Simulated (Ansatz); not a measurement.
Potential energy curve for GaSi (cation, charge +1), lowest singlet found (which spin is the ground state isn't settled by this scan).

Methods: RHF/aug-cc-pVDZ (Ansatz, a quantum-chemistry and plane-wave program); RCCSD(T) = CCSD(T) on RHF/aug-cc-pVDZ, cores with 3d frozen in Ansatz; RCCSDT = CCSDT on RHF/aug-cc-pVDZ, cores with 3d frozen in Ansatz; FCI = full CI/aug-cc-pVDZ, cores with 3d frozen (Ansatz).

Energies relative to the lowest point of each curve between 2.78 and 3.73 Å, where full CI is lowest, in eV:

```csv
R / Å,RHF,RCCSD(T),RCCSDT
2.78,0.188,0.167,0.163
2.95,0.048,0.039,0.038
3.13,0.000,0.000,0.000
3.43,0.052,0.063,0.064
3.73,0.179,0.202,0.203
4.15,0.387,0.424,0.427
4.56,0.572,0.623,0.626
5.09,0.759,0.820,0.825
5.87,0.934,0.990,0.997
6.71,1.035,1.075,1.084
7.89,1.102,1.126,1.135
```

**Question.** Predict the corresponding FCI column.

**Answer.** 2.78: 0.158; 2.95: 0.037; 3.13: 0.000; 3.43: 0.064; 3.73: 0.201; 4.15: 0.423; 4.56: 0.620; 5.09: 0.813; 5.87: 0.976; 6.71: 1.055; 7.89: 1.100 (eV).

The scan ran from 1.67 to 7.89 Å; beyond the distances shown full CI changes its symmetry label. The restricted form behind RHF keeps the bonding electrons paired and can't separate into open-shell fragments. Also computed but left out beside FCI, since their determinant holds another spin at the minimum (<S²> over 0.7 above the pure value): UHF, UMP2, UCCSD, UCCSD(T), UKS-BLYP, UKS-PBE, UKS-B3LYP/6-31G*, UMP2/3-21G, UHF/3-21G.
